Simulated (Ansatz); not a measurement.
Species: C₄H₅BS₂, SMILES `Bc1cscc1S` (charge 0, multiplicity 1), formula C$_{4}$H$_{5}$BS$_{2}$.

How many basis functions does frozen-core CCSD(T)/cc-pVTZ // PBE0-D4/def2-SVP in Ansatz (a quantum-chemistry and plane-wave program) use, how many core orbitals are frozen, and how many electrons are correlated?

288 basis functions and 15 frozen orbitals, which leaves 36 correlated electrons. Core time is of the order of minutes.
